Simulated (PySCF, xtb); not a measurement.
B(Cl)(F)(OAc) (C2H3BClFO2), SMILES CC(=O)OB(F)Cl. The values are those of a single conformer.

Harmonic wavenumbers (cm⁻¹) from GFN2-xTB in xtb at its own minimum, in rising order: 26, 76, 105, 116, 278, 336, 393, 482, 565, 572, 640, 892, 989, 1003, 1098, 1136, 1260, 1361, 1427, 1431, 1822, 3030, 3041, 3073.

### Question
What does TPSSh-D3(BJ)/def2-SVP (PySCF) give at its own minimum? (An estimate is asked for; the answer gives what the named calculation found.)

### Answer
42, 86, 120, 130, 309, 365, 419, 555, 584, 617, 666, 908, 1007, 1053, 1215, 1241, 1390, 1414, 1456, 1466, 1883, 3055, 3137, 3191. Paired by order, the mean absolute difference is 48 cm⁻¹ and the zero-point energies are 36.0 and 37.6 kcal/mol.
